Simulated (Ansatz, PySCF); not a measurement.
This Ansatz (an electronic-structure program) input computes a r2SCAN/def2-TZVPD energy:

Ansatz 0.2 input:
```yaml
crystal:
  periodic: [false, false, false]
  atoms:
    - {symbol: Si, position_ang: [0.39538432, -0.15858904, 0.00186846]}
    - {symbol: O, position_ang: [0.52764660, 1.36735556, 0.00686924]}
    - {symbol: O, position_ang: [-0.99138382, -1.02312004, -0.00862222]}
    - {symbol: H, position_ang: [-1.82548265, -0.53363761, -0.01213457]}
basis:
  gaussian:
    orbitals: def2-TZVPD
hamiltonian:
  xc: {name: r2SCAN}
magnetization: {spin_polarized: true, initial_magnetization: 1}
output: {forces: true}
```

Task: Write an input for the same energy in PySCF and say what it gives.

Result: 
```python
from pyscf import gto, scf, dft

mol = gto.M(
    atom='''
    Si    0.39538432   -0.15858904    0.00186846
    O     0.52764660    1.36735556    0.00686924
    O    -0.99138382   -1.02312004   -0.00862222
    H    -1.82548265   -0.53363761   -0.01213457
    ''',
    basis='def2-tzvpd',
    charge=0,
    spin=1,
    verbose=4,
)

mf = dft.UKS(mol, xc='r2scan').density_fit(auxbasis='def2-universal-jkfit')
mf.grids.level = 4
mf.conv_tol = 1e-9
mf.max_cycle = 100
mf.max_memory = 1500
mf.kernel()
if not mf.converged:
    mf = mf.newton()
    mf.kernel(mf.make_rdm1())
for _ in range(2):
    mo, _, stable, _ = mf.stability(return_status=True)
    if stable:
        break
    mf.kernel(mf.make_rdm1(mo, mf.mo_occ))
mf.analyze()
```
It gives -440.54080 Eh, and Ansatz -440.54073 Eh, a difference of 0.07 mEh, from the treatment of integrals and grids.

It need not be the lowest isomer of its formula.
